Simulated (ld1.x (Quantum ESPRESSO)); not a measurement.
# What one change does to a pseudopotential (Te (Z = 52), TM)

tellurium (Te), norm-conserving Troullier–Martins (Kleinman–Bylander form), made with ld1.x (Quantum ESPRESSO) 7.5 (LDA (PZ), scalar-relativistic). Core [Kr], reference 4d10 5s2 5p1 (charge +3). Waves: 5p (bound): rc 1.75 bohr; 4d (bound): rc 1.60 bohr; 5s (bound): rc 1.50 bohr. Local part: the s channel. Core correction: none.

All-electron outer shells of the reference configuration (LDA (PZ), scalar-relativistic, ld1.x):

| shell | level (eV) | outermost node (bohr) | outermost maximum (bohr) |
| --- | --- | --- | --- |
| 4p | -145.14 | 0.38 | 0.74 |
| 4d | -72.46 | 0.36 | 0.81 |
| 5s | -43.14 | 0.91 | 1.73 |
| 5p | -31.99 | 0.99 | 1.99 |

Change: all radii scaled by about 0.76 (s 1.14, p 1.32, d 1.22 bohr).

Cutoffs: the cutoffs (Ry, on a coarse ladder) from which the occupation-weighted sum of valence levels, in a spherical-Bessel basis at the reference potential, stays within 10 and 1 mRy of its value at 400 Ry; they do not see the model core or the augmentation charge, which bear on the density cutoff. Errors are all-electron minus pseudo energies relative to the spin-unpolarised reference configuration.

Q: Predict the effect on cutoff, ghosts and configuration errors.

A: A bound ghost appears in p, s, which as a rule spoils a file; the number of tests that count goes from 9 to 7; of the 7 tests that both files solve, the error grows in 7 and shrinks in 0 by more than 15 % and 0.3 meV (median size 37.8 → 279.9 meV). That the errors move this way runs against the usual rule that smaller radii transfer better.

```csv
quantity,base,changed
"cutoff, loose",90 Ry,200 Ry
"cutoff, tight",160 Ry,over 300 Ry
loose cutoff by channel (10 mRy a level),"p 30 Ry, d 80 Ry, s 35 Ry","p 180 Ry, d 90 Ry, s 160 Ry"
bound ghosts,none,"p, s (extra level of the local part)"
"tests counted (converged, no solver errors)",9 of 9,7 of 9
"error for 4d10 5s2 5p4, meV [ΔE -55.32 eV]",+59,+369
"error for 4d10 5s2 5p3, meV [ΔE -45.41 eV]",+38,+280
"error for 4d10 5s2 5p2, meV [ΔE -27.23 eV]",+15,+107
"error for 4d10 5s2 5p3.5, meV [ΔE -51.34 eV]",+49,+334
"error for 4d10 5s1 5p4, meV [ΔE -35.48 eV]",+25,+231
"error for 4d10 5s0 5p6, meV [ΔE -36.41 eV]",+25,+180
"error for 4d10 5s2 5p4 (spin-polarised), meV [ΔE -55.80 eV]",+69,+407
```

Changed file: Tests not counted: 4d10 5s1 5p5 (solver errors, printed error +268 meV); 4d10 5s2 5p1 (spin-polarised) (pseudo-atom not self-consistent, printed error -6.5 eV). A true bound ghost makes a file unfit for plane-wave use even where its test errors are small: the radial tests pick states by their node count and pass the ghost by. Where a test does run into it, the solver fails or the error is huge.
